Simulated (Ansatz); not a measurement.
Ansatz (a program for electronic structure) input (CCSD(T)/cc-pCVQZ): A basis named .json is the Basis Set Exchange file of that set (core-valence sets with the plain set on hydrogen).

Ansatz 0.2 input:
```yaml
crystal:
  periodic: [false, false, false]
  atoms:
    - {symbol: N, position_ang: [-0.00000000, -0.00000000, -1.01096879]}
    - {symbol: P, position_ang: [0.00000000, 0.00000000, 0.47178544]}
basis:
  gaussian:
    orbitals: cc-pCVQZ.json
magnetization: {spin_polarized: false}
correlation: {method: ccsd_t, frozen_orbitals: {N: 0, P: 1}}
```

Output:

```
Functional definition: HF
integrals: 0.73 GiB planned
1266 factors; integrals over basis functions are off by at most 9.1e-4 eV
mean field: 0.56 GiB planned
mean field evaluation 1: about -10749.9623 eV, gradient 3.9e1 eV
mean field evaluation 2: about -10749.9634 eV, gradient 3.9e1 eV
mean field evaluation 4: about -10753.5703 eV, gradient 2.6e0 eV
mean field evaluation 8: about -10753.6077 eV, gradient 1.1e-1 eV
mean field evaluation 16: about -10753.6018 eV, gradient 8.8e-1 eV
mean field -10753.60772877 eV, -395.1877949752 hartree, gradient 3.0e-6 eV, S^2 0.000000; 0 other end points of the search recorded, 0 dependent functions left out; unrestricted orbitals would lower it
1 core orbitals not correlated
reference -10753.60772877 eV, -395.1877949752 hartree; 10, 10 occupied and 182, 182 virtual orbitals, 1266 factors
second order -20.38755198 eV of doubles, -0.00000000 eV of singles
coupled cluster: 1.29 GiB planned
cycle   1  -19.59633239 eV  change    7.9e-1 eV  update   1.3e-1
cycle   2  -20.13194797 eV  change   -5.4e-1 eV  update   4.9e-2
cycle   3  -20.23831393 eV  change   -1.1e-1 eV  update   1.6e-2
cycle   4  -20.23319801 eV  change    5.1e-3 eV  update   5.0e-3
cycle   5  -20.23597742 eV  change   -2.8e-3 eV  update   2.1e-3
cycle   6  -20.23758580 eV  change   -1.6e-3 eV  update   5.4e-4
cycle   7  -20.23775471 eV  change   -1.7e-4 eV  update   1.5e-4
cycle   8  -20.23781432 eV  change   -6.0e-5 eV  update   4.9e-5
cycle   9  -20.23785367 eV  change   -3.9e-5 eV  update   1.5e-5
cycle  10  -20.23784778 eV  change    5.9e-6 eV  update   4.2e-6
coupled cluster: 1.30 GiB planned
perturbative correction -0.79917754 eV, -0.0293692330 hartree
Total energy: -10774.64475409 eV, -395.9608913963 hartree
```
